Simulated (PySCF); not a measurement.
A PySCF script (with the pyscf-properties extension) for the NMR shieldings of SMILES C=CCC1([SiH2]N=C)CC1, C₇H₁₃NSi, on a GFN2-xTB geometry:

```python
import basis_set_exchange as bse
import numpy as np
from pyscf import gto, dft
from pyscf.prop import nmr

atoms = """
C    -2.908479    1.449899   -0.013846
C    -2.293596    0.289972   -0.145650
C    -1.525994   -0.392670    0.940170
C    -0.060945   -0.532261    0.565371
Si    0.855255    1.110488    0.399088
N     2.517808    0.663063    0.307872
C     3.405450    0.803085   -0.555130
C     0.675292   -1.727093    1.108188
C     0.304775   -1.679404   -0.337814
H    -2.904051    1.987603    0.920463
H    -3.443996    1.910780   -0.826614
H    -2.305131   -0.229649   -1.095695
H    -1.611831    0.176444    1.869145
H    -1.955246   -1.386212    1.108446
H     0.309713    1.882883   -0.724751
H     0.802541    1.866893    1.649540
H     3.272387    1.314511   -1.513587
H     4.399243    0.401763   -0.368091
H     1.714981   -1.611336    1.371843
H     0.134295   -2.408130    1.750357
H     1.093785   -1.540979   -1.062930
H    -0.486667   -2.330263   -0.683244
"""
names = dict.fromkeys(["C", "Si", "N", "H"], "pcSseg-1")
basis = {el: gto.basis.parse(bse.get_basis(n, elements=[el], fmt="nwchem")) for el, n in names.items()}
mol = gto.M(atom=atoms, basis=basis, charge=0, verbose=0)
mf = dft.RKS(mol, xc="PBE0")
mf.grids.level = 2
mf.grids.alignment = dft.numint.BLKSIZE   # the property module wants whole blocks of grid points
mf.conv_tol = 1e-9
mf.kernel()

calc = nmr.RKS(mf)   # GIAO
C = mf.mo_coeff
Co = C[:, mf.mo_occ > 0]
resp = mf.gen_response(singlet=True, hermi=2)
def vind(x):   # induced exchange potential for any number of trial vectors
    d = np.einsum("pi,xij,qj->xpq", C, 2 * x.reshape(-1, C.shape[1], Co.shape[1]), Co, optimize=True)
    return np.einsum("xpq,pi,qj->xij", resp(d - d.transpose(0, 2, 1)), C, Co, optimize=True).ravel()
mo1, _ = nmr.rhf.solve_mo1(calc, with_cphf=vind)
sigma = calc.kernel(mo1)
for i, s in enumerate(sigma):   # ppm
    print("%2d %-2s %9.2f" % (i, mol.atom_pure_symbol(i), np.trace(s) / 3))
```

**Question.** What are the results?

**Answer.** 
```
 0 C      65.43
 1 C      39.06
 2 C     138.75
 3 C     181.25
 4 Si    381.42
 5 N    -156.51
 6 C      14.22
 7 C     174.53
 8 C     177.62
 9 H      26.30
10 H      26.46
11 H      25.50
12 H      28.86
13 H      30.24
14 H      26.64
15 H      26.52
16 H      23.02
17 H      23.11
18 H      30.74
19 H      31.42
20 H      31.65
21 H      31.41
```

These numbers come from an equivalent density-fitted implementation of the same equations, which agrees with the script to about 0.01 ppm for H and up to a few tenths of a ppm for heavy atoms, so last digits may differ.

**Question.** Turn these shieldings into chemical shifts. Referencing at the same level of theory: ¹³C (186.93 ppm), ²⁹Si (349.16 ppm), ¹H (31.72 ppm) against TMS; NH3 for ¹⁵N (267.73 ppm).

**Answer.** Averaging equivalent atoms: C 6: 172.7; C 1: 147.9; C 0: 121.5; C 2: 48.2; C 7/8: 10.8; C 3: 5.7; Si 4: -32.3; N 5: 424.2; H 16: 8.70; H 17: 8.61; H 11: 6.22; H 9: 5.42; H 10: 5.25; H 14/15: 5.14; H 12/13: 2.17; H 18/20: 0.52; H 19/21: 0.30 ppm. Experimental scales use liquid or dissolved standards, which lie at an offset from isolated NH3 (liquid NH3: subtract about 20 ppm). Unscaled 15N shifts of sp2 nitrogen come out 20 to 40 ppm too high even then.

Size and cost of the density-fitted run: 225 basis functions, 48 s wall time on 1 thread of an Arm Neoverse V1, shared host.
